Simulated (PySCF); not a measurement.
Constitutional and geometric isomers with formula C2H6Si. All species are isolated molecules in the gas phase. Strings in code marks are SMILES.

The vertical ionisation energy (Delta-SCF) from two functionals at the same geometries (PBE0-D3(BJ)/def2-TZVP), both in PySCF: PBE-D3(BJ)/def2-TZVP and ωB97X-D3(BJ)/def2-TZVP. Delta-SCF ions had no search for a lower state. 

| species | PBE-D3(BJ)/def2-TZVP (eV) | ωB97X-D3(BJ)/def2-TZVP (eV) |
|---|---|---|
| `[SiH2]=CC` | 8.26 | 8.22 |
| `C=[SiH]C` | 8.38 | 8.31 |
| `C(=C)[SiH3]` | 10.05 | 10.37 |
| `C1[SiH2]C1` | 9.05 | 9.22 |

Over these rows, drawn at random from the members with no instability flagged (it was tested for open shells, ions and some series alone), PBE minus ωB97X-D3(BJ): mean -0.10 eV, from -0.32 eV to +0.07 eV.
